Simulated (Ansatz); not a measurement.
A structure relaxed at r2SCAN-D4/def2-SVP in Ansatz, charge 0, doublet:

```xyz
11

Cu    0.480    0.562   -2.311
Cu   -0.708   -0.950   -1.000
Cu   -1.005   -1.301    1.297
Cu    0.360    0.457    1.997
Cu    0.948    1.235   -0.133
H    -0.547   -0.685    2.743
H    -0.430   -0.707   -2.640
H     1.363    1.735   -1.684
H    -1.440   -2.095   -0.024
H    -0.410    0.192    0.310
H     1.388    1.557    1.446
```

(1) Give its formula.

(2) Summarise the bond lengths by kind (pairs closer than 1.2 times the sum of covalent radii, bridged metal pairs left out).

## Answers

(1) Cu5H6 (the lowest doublet isomer of a short search).

(2) 14 × Cu–H 1.60 to 1.89 Å.

The relaxation made no stability test and no search for a lower SCF solution. No other spin state of charge 0 was run. Another isomer (doublet) lies 0.15 eV lower at PBE0-D4/def2-TZVP; other spin states weren't run for this one.
